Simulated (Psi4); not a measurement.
C2H5O2 (SMILES O[CH]CO), doublet, at a GFN2-xTB geometry; PBE0/6-31G** run with Psi4 1.11.

The Psi4 input:
```
memory 2 GB

molecule mol {
0 2
  O     1.459277    0.027789   -0.235416
  C     0.460198   -0.768555    0.284922
  C    -0.927050   -0.328160   -0.017056
  O    -1.091260    1.064686    0.061515
  H     2.318009   -0.362089   -0.052347
  H     0.671417   -1.811979    0.450257
  H    -1.228408   -0.670063   -1.032965
  H    -1.623088   -0.780087    0.696539
  H    -0.280953    1.464707   -0.277471
}

set basis 6-31g**
set reference uks

energy('pbe0')
print_variables()
```

What the program printed (banner, timings and long lists left out):

```
   => Loading Basis Set <=

    Name: 6-31G**
    Role: ORBITAL
    Keyword: BASIS

         ---------------------------------------------------------
                                   SCF
               by Justin Turney, Rob Parrish, Andy Simmonett
                          and Daniel G. A. Smith
                              UKS Reference
         ---------------------------------------------------------

  ==> Geometry <==

    Molecular point group: c1
    Full point group: C1

    Geometry (in Angstrom), charge = 0, multiplicity = 2:

       Center              X                  Y                   Z               Mass
    ------------   -----------------  -----------------  -----------------  -----------------
         O            1.456982444320    -0.007228068977    -0.238941920600    15.994914619570
         C            0.457903444320    -0.803572068977     0.281396079400    12.000000000000
         C           -0.929344555680    -0.363177068977    -0.020581920600    12.000000000000
         O           -1.093554555680     1.029668931023     0.057989079400    15.994914619570
         H            2.315714444320    -0.397106068977    -0.055872920600     1.007825032230
         H            0.669122444320    -1.846996068977     0.446731079400     1.007825032230
         H           -1.230702555680    -0.705080068977    -1.036490920600     1.007825032230
         H           -1.625382555680    -0.815104068977     0.693013079400     1.007825032230
         H           -0.283247555680     1.429689931023    -0.280996920600     1.007825032230

  Running in c1 symmetry.

  Rotational constants: A =      0.56905  B =      0.19538  C =      0.15318 [cm^-1]
  Rotational constants: A =  17059.59843  B =   5857.23318  C =   4592.27426 [MHz]
  Nuclear repulsion =  125.133298407340646

  Charge       = 0
  Multiplicity = 2
  Electrons    = 33
  Nalpha       = 17
  Nbeta        = 16

  ==> Algorithm <==

  SCF Algorithm Type is DF.
  DIIS enabled.
  MOM disabled.
  Fractional occupation disabled.
  Guess Type is SAD.
  Energy threshold   = 1.00e-06
  Density threshold  = 1.00e-06
  Integral threshold = 1.00e-12

  ==> Primary Basis <==

  Basis Set: 6-31G**
    Blend: 6-31G**
    Number of shells: 39
    Number of basis functions: 85
    Number of Cartesian functions: 85
    Spherical Harmonics?: false
    Max angular momentum: 2

  ==> DFT Potential <==

   => LibXC <=

    Version 7.1.2
    S. Lehtola, C. Steigemann, M. J. T. Oliveira, and M. A. L. Marques,  SoftwareX 7, 1–5 (2018) (10.1016/j.softx.2017.11.002)

   => Composite Functional: PBE0 <=

    PBE0 Hyb-GGA Exchange-Correlation Functional

    C. Adamo and V. Barone,  J. Chem. Phys. 110, 6158 (1999) (10.1063/1.478522)
    M. Ernzerhof and G. E. Scuseria,  J. Chem. Phys. 110, 5029 (1999) (10.1063/1.478401)

    Deriv               =              1
    GGA                 =           TRUE
    Meta                =          FALSE

    Exchange Hybrid     =           TRUE
    MP2 Hybrid          =          FALSE

   => Exchange Functionals <=

    0.7500   Perdew, Burke & Ernzerhof

   => Exact (HF) Exchange <=

    0.2500               HF

   => Correlation Functionals <=

    1.0000   Perdew, Burke & Ernzerhof

   => LibXC Density Thresholds  <==

    XC_HYB_GGA_XC_PBEH:  1.00E-15

   => Molecular Quadrature <=

    Radial Scheme          =       TREUTLER
    Pruning Scheme         =           NONE
    Nuclear Scheme         =       TREUTLER

    Blocking Scheme        =         OCTREE
    BS radius alpha        =              1
    Pruning alpha          =              1
    Radial Points          =             75
    Spherical Points       =            302
    Total Points           =         192698
    Total Blocks           =           1475
    Max Points             =            256
    Max Functions          =             84
    Weights Tolerance      =       1.00E-15

   => Loading Basis Set <=

    Name: (6-31G** AUX)
    Role: JKFIT
    Keyword: DF_BASIS_SCF

  ==> Integral Setup <==

  SCF_SUBTYPE=INCORE selected. In-core MEM_DF algorithm will be used.
  Using in-core AOs.

  ==> MemDFJK: Density-Fitted J/K Matrices <==

    J tasked:                   Yes
    K tasked:                   Yes
    wK tasked:                   No
    Algorithm:                 Core
    Schwarz Cutoff:           1E-12
    Mask sparsity (%):       0.6644
    Fitting Condition:        1E-10

   => Auxiliary Basis Set <=

  Basis Set: (6-31G** AUX)
    Blend: CC-PVDZ-JKFIT
    Number of shells: 141
    Number of basis functions: 449
    Number of Cartesian functions: 449
    Spherical Harmonics?: false
    Max angular momentum: 3

  Minimum eigenvalue in the overlap matrix is 5.1041359762E-03.
  Reciprocal condition number of the overlap matrix is 7.6440378812E-04.
    Using symmetric orthogonalization.

  ==> Pre-Iterations <==

  SCF Guess: Superposition of Atomic Densities via on-the-fly atomic UHF (no occupation information).

   -------------------------
    Irrep   Nso     Nmo
   -------------------------
     A         85      85
   -------------------------
    Total      85      85
   -------------------------

  ==> Iterations <==

                           Total Energy        Delta E     RMS |[F,P]|

   @DF-UKS iter SAD:  -228.79827127677919   -2.28798e+02   0.00000e+00
   @DF-UKS iter   1:  -229.15029914287453   -3.52028e-01   7.76894e-03 DIIS/ADIIS
   @DF-UKS iter   2:  -229.09877109008676    5.15281e-02   9.21531e-03 DIIS/ADIIS
   @DF-UKS iter   3:  -229.33547409601289   -2.36703e-01   1.04259e-03 DIIS/ADIIS
   @DF-UKS iter   4:  -229.33855515464901   -3.08106e-03   3.31225e-04 DIIS/ADIIS
   @DF-UKS iter   5:  -229.33892396019928   -3.68806e-04   8.27907e-05 DIIS
   @DF-UKS iter   6:  -229.33894719529167   -2.32351e-05   3.81062e-05 DIIS
   @DF-UKS iter   7:  -229.33895209633266   -4.90104e-06   1.51105e-05 DIIS
   @DF-UKS iter   8:  -229.33895316494733   -1.06861e-06   3.97711e-06 DIIS
   @DF-UKS iter   9:  -229.33895323356489   -6.86176e-08   1.66705e-06 DIIS
   @DF-UKS iter  10:  -229.33895324597836   -1.24135e-08   3.81183e-07 DIIS
  Energy and wave function converged.

  ==> Post-Iterations <==

   Electrons on quadrature grid:
      Nalpha   =   17.0000085135 ; deviation = 8.514e-06
      Nbeta    =   16.0000079483 ; deviation = 7.948e-06
      Ntotal   =   33.0000164619 ; deviation = 1.646e-05

   @Spin Contamination Metric:   3.824803790E-03
   @S^2 Expected:                7.500000000E-01
   @S^2 Observed:                7.538248038E-01
   @S   Expected:                5.000000000E-01
   @S   Observed:                5.000000000E-01

    Orbital Energies [Eh]
    ---------------------

    Alpha Occupied:

[...]
    Alpha Virtual:

[...]
    Beta Occupied:

[...]
      16A     -0.268487

    Beta Virtual:

[...]
    Final Occupation by Irrep:
              A
    DOCC [    16 ]
    SOCC [     1 ]
    NA   [    17 ]
    NB   [    16 ]

  @DF-UKS Final Energy:  -229.33895324597836

   => Energetics <=

    Nuclear Repulsion Energy =            125.1332984073406465
    One-Electron Energy =                -561.0358248924995905
    Two-Electron Energy =                 229.0627400244912053
    DFT Exchange-Correlation Energy =     -22.4991667853106350
    Empirical Dispersion Energy =           0.0000000000000000
    VV10 Nonlocal Energy =                  0.0000000000000000
    Total Energy =                       -229.3389532459783595

  UHF NO Occupations:
  HONO-2 :   15  A 1.9995877
  HONO-1 :   16  A 1.9989710
  HONO-0 :   17  A 1.0000000
  LUNO+0 :   18  A 0.0010290
  LUNO+1 :   19  A 0.0004123
  LUNO+2 :   20  A 0.0002079
  LUNO+3 :   21  A 0.0001299

Computation Completed

Properties will be evaluated at   0.000000,   0.000000,   0.000000 [a0]

Properties computed using the SCF density matrix

 Multipole Moments:

 ------------------------------------------------------------------------------------
     Multipole            Electronic (a.u.)      Nuclear  (a.u.)        Total (a.u.)
 ------------------------------------------------------------------------------------

 L = 1.  Multiply by 2.5417464519 to convert [e a0] to [Debye]
 Dipole X            :          1.0807667           -0.1430888            0.9376779
 Dipole Y            :          1.4208628           -2.1837000           -0.7628372
 Dipole Z            :          0.1157828           -0.2198779           -0.1040951
 Magnitude           :                                                    1.2132585

 ------------------------------------------------------------------------------------

  Variable Map:
  ----------------------------------------------------------------------------
[...]
  Array Variable Map:
  ----------------------------------------------------------------------------
[...]
[...]
```
